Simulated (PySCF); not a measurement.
Several structures and their simulated spectra, in scrambled order.

A. SMILES CC#C[C@H](N)/C=N/C
B. SMILES O=Cc1ccc(C(=O)Cl)o1
C. `InChI=1S/C3H8F2O2Si/c1-6-8-7-2-3(4)5/h3H,2,8H2,1H3`
D. `c1c(C)pc(F)pc1`

Spectrum 1. 13C{1H} NMR (computed): δ 120.3 (CH), 67.7 (CH2), 49.8 (CH3).

Spectrum 2. 13C{1H} NMR (computed): δ 170.3 (CH), 87.7 (C), 83.8 (C), 52.4 (CH), 49.9 (CH3), 4.7 (CH3).

Spectrum 3. 13C{1H} NMR (computed): δ 255.9 (C), 182.3 (C), 164.1 (CH), 138.6 (CH), 29.6 (CH3).

Spectrum 4. 13C{1H} NMR (computed): δ 184.0 (CH), 165.3 (C), 161.8 (C), 153.2 (C), 130.1 (CH), 125.7 (CH).

- GIAO PBE0/pcSseg-1 shieldings
- GFN2-xTB structure
- program: PySCF 2.14.0 with density-fitted response routines
- single conformer, relativity neglected, gas phase, one averaged value for each set of equivalent atoms

Scale: 13C (σ = 186.93 ppm) vs TMS (reference shieldings calculated alike). Splittings of carbon signals by F and P are missing where no couplings were computed. Shifts are as computed. Against solution values, carbons near 30 ppm lie about +3 ppm off and those near 130 ppm about +5 ppm; carbons on Cl a further +6 ppm (rms about the fit 2.1 ppm; single classes can miss by 10 ppm). Of 1328 compounds with measured shifts, 309 miss one by over three times the rms of a fit or turn the order of signals round; such compounds aren't used in these exercises. Signals without a measured value on file couldn't be tested in this way; 1H shifts scatter by 0.2 ppm about their fit, and single ones miss by 0.5 ppm. Carbons bonded to Cl come out too deshielded.

Q: Which spectrum belongs to which compound?

A: 1–C, 2–A, 3–D, 4–B.

- Spectrum 1 (C): 3 13C signals; δC 120.3 is an sp3 CH bonded to 2 F; δC 67.7 is an sp3 CH2 bonded to O.
- Spectrum 2 (A): 6 13C signals; δC 87.7 is an alkyne carbon; δC 83.8 is an alkyne carbon.
- Spectrum 3 (D): 5 13C signals; δC 138.6 is an aromatic CH; δC 29.6 is a methyl carbon on an aromatic ring.
- Spectrum 4 (B): 6 13C signals; δC 184.0 is an aldehyde carbonyl carbon; δC 130.1 is an aromatic CH.
